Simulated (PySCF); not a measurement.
LDA on Sr⁺ (strontium, charge +1)

Configuration: [Kr] 5s1, 2S determinant. Computed with PySCF 2.14 in def2-SVP with the def2 core potential (28 electrons), with a scalar-relativistic core potential.

```json
{
  "Total energy": "-30.3547 hartree",
  "One-electron energy": "-47.6862 hartree",
  "Hartree (Coulomb) energy": "21.2898 hartree",
  "Exchange-correlation energy": "-3.9583 hartree",
  "⟨S²⟩": "0.7501",
  "⟨L²⟩": "0.000",
  "Sum of ⟨r⟩": "16.22 bohr",
  "Sum of ⟨r²⟩": "38.21 bohr²",
  "Time after the integrals": "0.1 s of wall time on 1 thread of Neoverse-N1 (shared host)"
}
```

| shell | electrons | mean orbital energy (eV) | rms radius, mean of both spins (bohr) |
| --- | --- | --- | --- |
| 4s α | 1 | -47.690 | 1.46 |
| 4s β | 1 | -47.602 | 1.46 |
| 4p α | 3 | -29.368 | 1.69 |
| 4p β | 3 | -29.241 | 1.69 |
| 5s α | 1 | -8.875 | 4.09 |

Energies and moments cover only the electrons outside the core potential.
